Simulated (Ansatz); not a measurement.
Cost and result up the ladder for Si(eta1-allyl)Me3 (C6H14Si) (21 atoms). Total charge 0; singlet. Geometry: PBE-D4/def2-SVP.

```xyz
21

Si    0.322   -0.428    0.501
C    -0.959    0.988    0.309
C    -0.802    1.719   -0.987
C    -1.552    1.546   -2.093
H    -0.829    1.675    1.175
H    -1.970    0.535    0.395
H     0.044    2.431   -1.038
H    -2.408    0.851   -2.106
H    -1.340    2.098   -3.022
C     0.137   -1.180    2.230
H     0.334   -0.425    3.019
H     0.850   -2.017    2.379
H    -0.887   -1.577    2.388
C     2.069    0.271    0.283
H     2.833   -0.524    0.409
H     2.282    1.065    1.029
H     2.201    0.708   -0.728
C    -0.025   -1.731   -0.825
H    -0.017   -1.270   -1.834
H    -1.020   -2.199   -0.675
H     0.736   -2.538   -0.808
```

Ansatz on 2 threads of AMD EPYC 7R13 on a shared host and a share (18 GiB) of an NVIDIA H100 80GB HBM3. Times are rough, and most runs start from the orbitals of an earlier one. ωB97M-V/def2-TZVP serves as the yardstick here, not as an exact answer. Differences are given only for rows in sets of like size (and for xTB, whose basis is part of the method), since another set adds its own error. Binding counts from free atoms at the same level (Si triplet, C triplet, H doublet; other spins of the atoms weren't run), without zero-point energy or a counterpoise term.

B3LYP takes the VWN-RPA correlation. Correlated methods freeze 11 core orbitals. The rows differ in basis, and correlated rows in double-zeta sets carry the largest basis error.

Run but left out: HF/STO-3G, HF/6-31G, HF/def2-TZVP (restricted singlet, unstable in another Hartree–Fock run and untested here).

Correlated methods converge slowly with the basis, most of all in double-zeta sets.

```tsv
level	functions	wall time	binding energy per atom (eV)	difference from ωB97M-V/def2-TZVP (eV)	remarks
B3LYP-D4/6-31G	95	1.7 s	4.01	–	–
PBE-D4/def2-SVP	172	1.7 s	4.18	–	–
PBE0-D4/def2-SVP	172	1.9 s	4.14	–	–
MP2/def2-TZVP	307	2.3 s	3.98	-0.11	restricted SCF unstable in HF
CCSD(T)/def2-SVP	172	2.8 s	3.92	–	restricted SCF unstable
BLYP-D4/def2-TZVP	307	2.9 s	4.07	-0.03	–
r2SCAN-D4/def2-TZVP	307	3.2 s	4.10	0.00	–
PBE0-D4/def2-TZVP	307	3.3 s	4.11	0.01	–
PBE-D4/def2-TZVP (with forces)	307	3.5 s	4.15	0.06	–
ωB97M-V/def2-TZVP	307	4.6 s	4.10	0.00	–
```
